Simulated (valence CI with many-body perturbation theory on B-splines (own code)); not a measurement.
## E1 transitions of Ba51+

Calculated by configuration interaction combined with many-body perturbation theory (CI+MBPT): three valence electrons over a frozen Dirac-Fock core [He], radial functions for each j: 11 s, 11 p, 10 d, 8 f, 5 g, 2 h, with the one-electron correlation potential Σ1 (screened to all orders), the two-electron term Σ2, the three-electron term Σ3, Breit, model QED; selected single and double excitations, second order for the rest, scaled by the run's own slope (own B-spline code, finite nucleus).

The last digits are not significant, and no measured levels were compared; by estimate large intervals hold to a few tenths of a per cent, small ones and those within an open d or f shell to about a per cent.

Lines 101 to 150 of 498 in falling wavelength, among levels below 65703 × 10³ cm⁻¹, chosen from the strongest by gf and those to the six lowest levels. Wavelengths and rates use the calculated energies. Electric multipoles are in the length gauge, E1 and E2 with the static RPA response of the core. Weak lines are less certain than strong ones. Lines between different terms over intervals too small for the method are left out, as are lines whose strength nearly cancels.

Levels are named by their leading jj configuration (3d3/2^4 stands for four electrons in 3d with j = 3/2), which in mixed levels can hold well under half, so a name can repeat and another be missing. Letters in brackets count levels of one name in rising energy.

```tsv
λ vac (nm)	Upper	Lower	A (s⁻¹)	log gf	Branch %
6.293	(2p3/2^2 3p3/2) J=3/2 [a]	(2p3/2^2 3s) J=3/2	1.19e+11	-0.55	0.1
6.246	(2p1/2 2p3/2 3p3/2) J=1/2 [b]	(2p1/2 2p3/2 3s) J=3/2 [b]	1.12e+11	-0.88	0.1
6.040	(2s 2p1/2 2p3/2) J=1/2	(2s^2 2p3/2) J=3/2	9.34e+09	-1.99	0.8
6.032	(2s 2p1/2 2p3/2) J=3/2 [b]	(2s^2 2p3/2) J=3/2	6.37e+09	-1.86	0.7
5.799	(2p1/2 2p3/2 3s) J=5/2	(2s 2p3/2 3s) J=5/2	6.46e+10	-0.71	0.1
5.248	(2p1/2^2 2p3/2) J=3/2	(2s 2p1/2 2p3/2) J=5/2	4.66e+10	-1.11	6.1
4.607	(2p1/2^2 2p3/2) J=3/2	(2s 2p1/2 2p3/2) J=3/2 [a]	1.51e+10	-1.72	2.0
2.325	(2p3/2^2 3p3/2) J=5/2	(2s 2p3/2 3p3/2) J=3/2 [b]	2.96e+11	-0.84	0.2
2.324	(2p3/2^2 3d5/2) J=7/2	(2s 2p3/2 3d5/2) J=5/2 [b]	2.06e+11	-0.88	4.7
2.273	(2p3/2^2 3p3/2) J=7/2	(2s 2p3/2 3p3/2) J=5/2 [b]	4.68e+11	-0.54	0.3
2.270	(2p3/2^2 3d5/2) J=7/2	(2s 2p3/2 3d5/2) J=7/2 [b]	1.61e+11	-1.00	3.7
2.266	(2p3/2^2 3d3/2) J=5/2	(2s 2p3/2 3d3/2) J=3/2 [b]	2.43e+11	-0.95	0.1
2.266	(2p3/2^2 3d5/2) J=9/2	(2s 2p3/2 3d5/2) J=7/2 [b]	4.54e+11	-0.46	16.9
2.245	(2p3/2^2 3s) J=5/2	(2s 2p3/2 3s) J=3/2 [b]	5.11e+11	-0.64	2.0
2.241	(2p3/2^2 3d3/2) J=7/2	(2s 2p3/2 3d3/2) J=5/2 [b]	4.27e+11	-0.59	0.1
2.233	(2p3/2^2 3p1/2) J=3/2	(2s 2p3/2 3p1/2) J=1/2	4.63e+11	-0.86	0.2
2.228	(2p3/2^2 3p1/2) J=5/2	(2s 2p3/2 3p1/2) J=3/2 [b]	5.19e+11	-0.64	0.3
2.218	(2s 2p3/2^2) J=5/2	(2s^2 2p3/2) J=3/2	2.02e+11	-1.05	99.6
2.200	(2p3/2^2 3d5/2) J=5/2 [a]	(2s 2p3/2 3d5/2) J=3/2 [b]	2.58e+11	-0.95	0.0
2.196	(2p3/2^2 3s) J=3/2	(2s 2p3/2 3s) J=1/2	4.31e+11	-0.90	0.5
2.190	(2p3/2^2 3d5/2) J=5/2 [a]	(2s 2p3/2 3d5/2) J=5/2 [b]	2.55e+11	-0.96	0.0
2.177	(2p3/2^2 3p3/2) J=3/2 [a]	(2s 2p3/2 3p3/2) J=1/2 [b]	4.84e+11	-0.86	0.3
2.170	(2p1/2 2p3/2^2) J=3/2	(2s 2p1/2 2p3/2) J=1/2	5.02e+11	-0.85	33.9
2.108	(2p1/2 2p3/2 3d3/2) J=5/2 [a]	(2s 2p1/2 3d3/2) J=5/2	3.09e+11	-0.91	0.6
2.097	(2p1/2 2p3/2^2) J=5/2	(2s 2p1/2 2p3/2) J=3/2 [b]	5.93e+11	-0.63	45.2
2.093	(2p1/2 2p3/2 3d5/2) J=9/2	(2s 2p1/2 3d5/2) J=7/2	4.79e+11	-0.50	23.0
2.089	(2p1/2 2p3/2 3p3/2) J=7/2	(2s 2p1/2 3p3/2) J=5/2	5.69e+11	-0.53	0.4
2.089	(2p3/2^3) J=3/2	(2s 2p3/2^2) J=3/2	1.41e+12	-0.43	63.6
2.088	(2p3/2^2 3d5/2) J=7/2	(2s 2p3/2 3d5/2) J=7/2 [a]	2.70e+11	-0.85	6.2
2.088	(2p3/2^2 3p3/2) J=3/2 [b]	(2s 2p3/2 3p3/2) J=3/2 [b]	6.79e+11	-0.75	0.4
2.082	(2p1/2 2p3/2 3s) J=3/2 [b]	(2s 2p1/2 3s) J=1/2 [b]	4.44e+11	-0.94	0.6
2.079	(2p3/2^2 3d5/2) J=5/2 [b]	(2s 2p3/2 3d5/2) J=5/2 [b]	5.91e+11	-0.64	0.1
2.078	(2p1/2 2p3/2 3d5/2) J=7/2 [a]	(2s 2p1/2 3d5/2) J=5/2 [a]	4.66e+11	-0.62	2.6
2.072	(2s 2p3/2 3d5/2) J=7/2 [b]	(2s^2 3d5/2) J=5/2	7.58e+11	-0.41	0.4
2.071	(2p1/2 2p3/2 3d3/2) J=5/2 [b]	(2s 2p1/2 3d3/2) J=3/2 [b]	4.65e+11	-0.75	0.1
2.066	(2p1/2 2p3/2 3p3/2) J=5/2 [a]	(2s 2p1/2 3p3/2) J=3/2 [a]	4.65e+11	-0.75	0.3
2.062	(2s 2p3/2 3p3/2) J=5/2 [b]	(2s^2 3p3/2) J=3/2	8.51e+11	-0.49	0.9
2.061	(2p1/2 2p3/2 3d3/2) J=7/2	(2s 2p1/2 3d3/2) J=5/2	4.75e+11	-0.62	16.9
2.057	(2p1/2 2p3/2 3d5/2) J=7/2 [b]	(2s 2p1/2 3d5/2) J=5/2 [b]	2.77e+11	-0.85	0.0
2.056	(2p3/2^2 3d5/2) J=7/2	(2s 2p3/2 3d5/2) J=5/2 [a]	2.63e+11	-0.87	6.0
2.055	(2p1/2 2p3/2 3p1/2) J=3/2 [b]	(2s 2p1/2 3p1/2) J=1/2 [b]	5.99e+11	-0.82	0.3
2.051	(2p3/2^2 3p1/2) J=1/2	(2s 2p3/2 3p1/2) J=3/2 [b]	1.07e+12	-0.87	0.6
2.051	(2p1/2 2p3/2 3p1/2) J=5/2	(2s 2p1/2 3p1/2) J=3/2	5.54e+11	-0.68	0.3
2.048	(2p3/2^2 3s) J=1/2	(2s 2p3/2 3s) J=3/2 [b]	1.08e+12	-0.87	2.1
2.047	(2p3/2^2 3p3/2) J=3/2 [b]	(2s 2p3/2 3p3/2) J=5/2 [b]	6.12e+11	-0.81	0.4
2.043	(2p1/2 2p3/2 3d5/2) J=3/2 [b]	(2s 2p1/2 3d5/2) J=5/2 [b]	4.68e+11	-0.93	0.1
2.041	(2p3/2^2 3p3/2) J=5/2	(2s 2p3/2 3p3/2) J=5/2 [a]	3.58e+11	-0.87	0.2
2.039	(2s 2p3/2 3d3/2) J=5/2 [b]	(2s^2 3d3/2) J=3/2	7.67e+11	-0.54	0.2
2.037	(2p1/2 2p3/2 3d3/2) J=3/2 [a]	(2s 2p1/2 3d3/2) J=3/2 [a]	5.35e+11	-0.88	0.4
2.036	(2s 2p3/2 3p1/2) J=1/2	(2s^2 3p1/2) J=1/2	9.94e+11	-0.91	0.9
```

(1) How does gf follow from A for the line at 6.293 nm?

## Answers

(1) gf = 1.4992 × (2J+1)_upper × A / σ², with σ = 1589103 cm⁻¹ and 2J+1 = 4: gf = 0.283.
